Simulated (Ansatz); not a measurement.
Job for Ansatz (a quantum-chemistry and plane-wave program): R-PBE0/def2-TZVPPD on CH4BrF (a complex), monomers drawn apart or pushed together. Files ending in .json are basis or fitting sets from the Basis Set Exchange.

Ansatz 0.2 input:
```yaml
crystal:
  periodic: [false, false, false]
  atoms:
    - {symbol: F, position_ang: [-0.03944370, -0.14847424, 0.64158482]}
    - {symbol: H, position_ang: [-0.06251873, -0.64868843, 1.43193789]}
    - {symbol: C, position_ang: [-0.26814134, 0.99316332, 4.18779287]}
    - {symbol: Br, position_ang: [-0.18992852, -0.97052778, 4.12200457]}
    - {symbol: H, position_ang: [-1.20659440, 1.25919376, 4.66002208]}
    - {symbol: H, position_ang: [-0.21837674, 1.34634552, 3.16423902]}
    - {symbol: H, position_ang: [0.58254600, 1.32671963, 4.77049235]}
basis:
  gaussian:
    orbitals: def2-TZVPPD.json
hamiltonian:
  xc: {name: PBE0}
scf: {lower_state_search: off}
```

Question: Predict the final total energy.

Answer: -2714.1352 hartree.
